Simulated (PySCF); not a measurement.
**Broadened absorption spectrum of C6H14AlNO2**

Compound: C6H14AlNO2.
SMILES: `C[N+]1(C)[AlH2-][CH2]C[C@@H]1OC=O`

Computed, not measured: TDDFT CAM-B3LYP/def2-SVPD, vertical, gas phase, core orbitals frozen in the response (PySCF). The structure is a single PBE0-D3(BJ)/def2-SVP conformer in the gas phase; no vibrational or solvent corrections.

Computed states:

```
state  E (eV)       f
   S1    5.87  0.0013
   S2    6.51   0.030
   S3    6.73  0.0035
   S4    6.75   0.018
   S5    6.98  0.0045
   S6    7.33   0.094
   S7    7.52   0.055
   S8    7.56   0.021
   S9    7.67  0.0085
  S10    7.69  0.0018
```

Each state is given a Gaussian of 0.25 eV full width at half maximum, with ε(max) = 2.175×10⁸ f / Δν̃ (Δν̃ the width in cm⁻¹). The width is an assumption, not a result. The curve ends short of the highest state used, and states not computed would add to its high-energy end.

**Question.** Give the broadened spectrum and its maxima.

**Answer.** 
```tsv
E (eV)	ε (L mol⁻¹ cm⁻¹)
5.50	0
5.57	2
5.64	13
5.71	43
5.78	96
5.85	139
5.91	134
5.98	86
6.05	36
6.12	13
6.19	31
6.26	180
6.33	706
6.40	1801
6.47	3017
6.54	3468
6.61	3150
6.68	2868
6.75	2683
6.81	2224
6.88	1457
6.95	899
7.02	687
7.09	1070
```

Maxima: 211 nm (5.87 eV), ε about 140, made up of S1 (100%); 190 nm (6.54 eV), ε about 3500, made up of S2 (91%) (ε in L mol⁻¹ cm⁻¹; maxima over ε = 5, shares over 10%). At its high-energy end, 7.09 eV, the curve is still rising (ε about 1100, from S5 and S6).

**Question.** On this curve, what absorbance would a 10⁻⁴ mol/L sample give at 193 nm over a 1 cm path?

**Answer.** 193 nm is 6.424 eV, where ε is about 2300 L mol⁻¹ cm⁻¹, so A = ε c l ≈ 0.23 (Beer–Lambert, with the gas-phase spectrum and the assumed width).

**Question.** Coming from long wavelengths, where does ε first pass 100 L mol⁻¹ cm⁻¹?

**Answer.** At about 214 nm (5.78 eV), 0.09 eV below S1.

**Question.** What would ε be at 6.54 eV, the highest of these maxima, with half the width (0.125 eV)?

**Answer.** About 5760 L mol⁻¹ cm⁻¹ against 3470, a factor of about 1.7; a lone state at its own centre would give exactly 2.

All these states lie below the vertical ionisation energy of 9.09 eV (ΔSCF).
